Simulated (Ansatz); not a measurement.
`N[Si](Cl)(Cl)Cl` + H₂ → `Cl[SiH](Cl)Cl` + NH₃ at 298.15 K and 1 bar (hydrogenolysis of the Si–N bond).

Gas-phase electronic energies from Ansatz, PBE0-D4/def2-TZVP geometries. CCSD(T)/CBS is the MP2 limit (def2-TZVPP, def2-QZVPP) plus CCSD(T) − MP2 in def2-TZVPP, frozen cores. This one scheme is used for every species. One conformer a species, not always the lowest.

```
          species  CCSD(T)/CBS energy (Eh)  H − E (kJ/mol)  S (J/(mol·K))
`N[Si](Cl)(Cl)Cl`              -1724.51858           104.6          359.7
               H₂                 -1.17544            35.1          130.4
  `Cl[SiH](Cl)Cl`              -1669.16736            53.3          314.4
              NH₃                -56.50880           100.5          192.4
```

H − E and S are ideal-gas, rigid-rotor, harmonic terms from PBE0-D4/def2-TZVP, for one conformer and one mirror image of each species. The MP2-based limit puts H₂ 0.8 mEh under its directly extrapolated value; such offsets cancel only in part. 1 Eh = 2625.50 kJ/mol, R = 8.31446 J/(mol·K).

Problem. By hand: ΔE, ΔH, ΔS and ΔG.

Solution. ΔE = (-1669.16736) + (-56.50880) − (-1724.51858) − (-1.17544) = 0.01786 Eh = 46.9 kJ/mol. Δ(H − E) = 53.3 + 100.5 − 104.6 − 35.1 = 14.1, so ΔH = 61.0 kJ/mol. ΔS = 314.4 + 192.4 − 359.7 − 130.4 = 16.7 J/(mol·K). ΔG = 61.0 − 298.15 × (16.7)/1000 = 56.0 kJ/mol.

Problem. By hand: the equilibrium constant, and the temperature at which ΔG would vanish if ΔH and ΔS stayed fixed.

Solution. log₁₀ K = −ΔG/(RT ln 10) = -9.8. ΔG = 0 at ΔH/ΔS = 3653 K, far beyond where these terms or the molecules hold.

ΔH outweighs TΔS. A doubt of 5 kJ/mol in ΔE shifts log₁₀ K by 0.9 here. Other conformers and mirror images would add mixing entropy, several J/(mol·K) or more a flexible species. These are equilibria of isolated gas molecules and say nothing of rates. Largest T1 diagnostic: 0.009 (customary marks: 0.02 for closed shells, 0.045 for open ones).
